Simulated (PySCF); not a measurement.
Computed shifts of a molecule C4H7FSi, PBE/pcSseg-1 (PySCF), GIAO, gas phase, equivalent atoms averaged, in ppm (number of nuclei): ²⁹Si: 5.7 (1). ¹⁹F: -234.4 (1). ¹³C: 147.5 (1), 145.8 (1), 144.5 (1), 141.5 (1). ¹H: 6.78 (1), 6.76 (1), 6.76 (1), 6.72 (1), 6.60 (1), 6.41 (1), 5.54 (1). References: ²⁹Si against TMS (σ = 335.4 ppm); ¹⁹F against CFCl3 (σ = 133.6 ppm); ¹³C against TMS (σ = 182.0 ppm); ¹H against TMS (σ = 31.49 ppm), references at their B3LYP-D3(BJ)/def2-TZVP geometries, non-relativistic. Coordinates come from a PBE0-D3(BJ)/def2-SVP optimisation. One conformer was computed; it need not be the lowest.

Task: Which structure fits?
(A) C=C[SiH](F)C=C
(B) CC(F)=C=C[SiH3]
(C) FC1=CC[C@@H]1[SiH3]
(D) C=C/C=C(\F)[SiH3]

Result: A, C=C[SiH](F)C=C
